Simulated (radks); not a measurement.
The numbers below are computed, except where a source is named.
Question: The platinum ion Pt13+ is in [Kr] 4d10 4f14 5s2 5p3. Level of theory: scalar-relativistic Kohn-Sham, PBE, spin-polarised, spherical densities, finite nucleus; Fermi nuclear charge, rms radius of each element as measured or else 0.836 A^(1/3) + 0.57 fm (a radial shooting solver on a logarithmic mesh with Libxc functionals). Open shells are filled with parallel spins first. One electron is removed from 4d, 5s, 5p, 4f in turn, with full relaxation. Which removal costs least, and what does each cost?

Answer: 5p 293.72 eV; 4f 333.82 eV; 5s 342.30 eV; 4d 572.52 eV. The 5p electron leaves first.
